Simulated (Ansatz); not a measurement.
Breaking the C4–H5 bond in CH4GeO (SMILES C[O][GeH]) (multiplicity 1 held, fragments rigid). Energies count from the point at 1.093 Å.
Geometry at that point (charge 0, multiplicity 1):
```
atom    x (Å)    y (Å)    z (Å)
----  -------  -------  -------
Ge    -0.3092  -0.4404   0.6133
H     -1.3390  -0.7616  -0.6020
O      0.7362   0.6534  -0.3365
C      0.6019   1.0336  -1.6953
H      0.4997   2.1200  -1.7566
H      1.5021   0.7410  -2.2416
H     -0.2698   0.5637  -2.1609
```

Restricted levels (R-, RO-) in cc, def2 and unpolarised 6-31G sets keep to the state of the molecule at rest. Unrestricted levels (U-) break spin symmetry where that is lower. Active spaces are followed from a long bond inwards. Levels need not reach the same state.

Correlated levels freeze the cores. Filled d and f shells under p-block atoms count as core.

Programs: Ansatz (Gaussian orbitals). Each number belongs to the level named beside it.

Energies in kcal/mol.

```
R (Å)  R-MP2/cc-pVDZ  R-SCS-MP2/cc-pVDZ  U-CCSD/cc-pVDZ  U-CCSD(T)/cc-pVDZ  CASSCF(2,2)/cc-pVDZ  FIC-MRCISD+Q on CASSCF(2,2)/cc-pVDZ
-----  -------------  -----------------  --------------  -----------------  -------------------  -----------------------------------
0.874           32.8               33.1            33.1               33.3                 33.9                                 33.2
0.984            7.1                7.2             7.3                7.4                  7.7                                  7.3
1.093            0.0                0.0             0.0                0.0                  0.0                                  0.0
1.202            3.1                3.0             2.8                2.7                  2.2                                  2.7
1.311           11.5               11.2            10.9               10.6                  9.4                                 10.6
1.475           28.2               27.7            27.0               26.3                 24.1                                 26.4
1.639           46.1               45.3            43.8               42.7                 39.3                                 42.7
1.913           73.2               72.1            69.6               67.2                 61.2                                 66.0
2.186           95.3               93.5            88.3               85.5                 76.8                                 82.7
2.514          114.9              112.4            99.6               98.6                 87.9                                 94.7
2.951          131.4              127.6           103.6              103.7                 94.3                                101.7
3.497          139.4              133.5           104.6              104.7                 96.5                                104.3
```

Doubts at one or more of the structures used: a restricted determinant that unrestricted orbitals would lower (R-MP2/cc-pVDZ, R-SCS-MP2/cc-pVDZ); a spin-contaminated determinant (U-CCSD/cc-pVDZ, U-CCSD(T)/cc-pVDZ); T1 above 0.05 (U-CCSD/cc-pVDZ, U-CCSD(T)/cc-pVDZ).

Ansatz is an electronic-structure program.
